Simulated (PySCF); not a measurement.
Compound: C3H8ClFSi2.
Atom-mapped SMILES: `[CH2:1]=[CH:2][SiH2:3][Si@H:4]([Cl:5])[CH2:6][F:7]` (hydrogens: H8, H9 on C1; H10 on C2; H11, H12 on Si3; H13 on Si4; H14, H15 on C6)

Structure used (GFN2-xTB), in Å, numbered top down from 1:
```
atom  x, y, z in Å
C1    -2.675    0.890   -0.212
C2    -1.985   -0.156   -0.639
Si3   -0.667   -1.057    0.356
Si4    1.429   -0.567   -0.535
Cl5    2.710   -2.149   -0.513
C6     2.305    0.746    0.574
F7     1.447    1.802    0.815
H8    -2.526    1.301    0.773
H9    -3.417    1.387   -0.819
H10   -2.180   -0.520   -1.642
H11   -0.957   -2.498    0.283
H12   -0.762   -0.657    1.767
H13    1.492   -0.038   -1.903
H14    3.201    1.177    0.118
H15    2.581    0.347    1.555
```

Theory: TDDFT PBE0/def2-SVPD, vertical, gas phase, core orbitals frozen in the response (PySCF).

Computed states:

```tsv
state	E (eV)	f
S1	5.80	0.066
S2	6.17	0.046
S3	6.44	0.046
S4	6.47	0.089
S5	6.75	0.092
S6	6.84	0.014
S7	6.99	0.022
S8	7.14	0.012
```

Each state is given a Gaussian of 0.25 eV full width at half maximum, with ε(max) = 2.175×10⁸ f / Δν̃ (Δν̃ the width in cm⁻¹). The width is an assumption, not a result. The curve ends short of the highest state used, and states not computed would add to its high-energy end.

Problem. Give the broadened spectrum and its maxima.

Solution. 
(E (eV), ε (L mol⁻¹ cm⁻¹)): (5.42, 12), (5.47, 58), (5.52, 224), (5.57, 693), (5.62, 1715), (5.67, 3399), (5.71, 5008), (5.76, 6661), (5.81, 7105), (5.86, 6111), (5.91, 4358), (5.96, 2910), (6.01, 2495), (6.05, 2955), (6.10, 4081), (6.15, 5107), (6.20, 5592), (6.25, 5915), (6.30, 7057), (6.34, 8977), (6.39, 12099), (6.44, 14401), (6.49, 14419), (6.54, 12395)

Maxima: 214 nm (5.80 eV), ε about 7100, made up of S1 (100%); 192 nm (6.46 eV), ε about 15000, made up of S3 (33%) and S4 (65%) (ε in L mol⁻¹ cm⁻¹; maxima over ε = 5, shares over 10%).

Problem. Does any computed singlet lie in the visible range?

Solution. No computed singlet lies in the visible range (380 to 750 nm); the lowest, at 214 nm, stands 2.54 eV above its violet end (3.26 eV).

Problem. Coming from long wavelengths, where does ε first pass 100 L mol⁻¹ cm⁻¹?

Solution. At about 226 nm (5.49 eV), 0.31 eV below S1.

Problem. On this curve, what absorbance would a 10⁻⁴ mol/L sample give at 193 nm over a 1 cm path?

Solution. 193 nm is 6.424 eV, where ε is about 14000 L mol⁻¹ cm⁻¹, so A = ε c l ≈ 1.4 (Beer–Lambert, with the gas-phase spectrum and the assumed width).

One conformer stands for the species.
